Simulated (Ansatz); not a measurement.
A run for Ansatz (a first-principles code): SC-NEVPT2 on CASSCF(12,8)/def2-SVP on Te2, 2S+1 = 3, a point of a bond scan (R = 2.575 Å). Elements past Kr take the def2 small-core potentials; no spin–orbit coupling.

Ansatz 0.2 input:
```yaml
crystal:
  periodic: [false, false, false]
  atoms:
    - {symbol: Te, position_ang: [-0.00000000, -0.00000000, -1.28732190]}
    - {symbol: Te, position_ang: [0.00000000, 0.00000000, 1.28732190]}
basis:
  gaussian:
    orbitals: def2-SVP
    pivot_positions_ang: [[-0.00000000, -0.00000000, -1.28732190], [0.00000000, 0.00000000, 1.28732190]]
magnetization: {spin_polarized: false, initial_magnetization: 2}
correlation: {method: sc_nevpt2, electrons: outside_noble_gas, active_space: {window: {electrons: 12, orbitals: 8}}}
output: {orbitals: {seedname: ./end}}
```

The log:

```
WARN ansatz: RAYON_NUM_THREADS=1 ignored (pool sized by the plan → 1); use --threads N
Functional definition: HF
integrals: 0.01 GiB planned
756 factors; integrals over basis functions are off by at most 8.8e-5 eV
mean field: 0.22 GiB planned
mean field evaluation 1: about -14530.9610 eV, gradient 5.2e0 eV
mean field evaluation 2: about -14531.0845 eV, gradient 5.8e0 eV
mean field evaluation 4: about -14531.2588 eV, gradient 4.9e-1 eV
mean field evaluation 8: about -14531.2624 eV, gradient 2.5e-3 eV
mean field evaluation 16: about -14531.2624 eV, gradient 1.1e-5 eV
mean field evaluation 32: about -14531.3333 eV, gradient 1.3e-3 eV
mean field evaluation 64: about -14531.1778 eV, gradient 9.6e-1 eV
mean field -14531.33332666 eV, -534.0166500632 hartree, gradient 1.5e-6 eV, S^2 2.000000; 6 other end points of the search recorded, 0 dependent functions left out
reference -14531.26239761 eV, -534.0140434686 hartree; 25, 23 occupied and 27, 29 virtual orbitals, 756 factors
configuration interaction: 0.17 GiB planned
configuration interaction: 0.00 GiB planned
state -14532.47432920 eV, -534.0585811332 hartree
state -14532.47432920 eV, -534.0585811332 hartree; corrected -14536.08071610 eV, -534.1911134073 hartree
Total energy: -14536.08071610 eV, -534.1911134073 hartree
```

The run converged.

Cost: about 2.1 core-seconds (a rough figure).
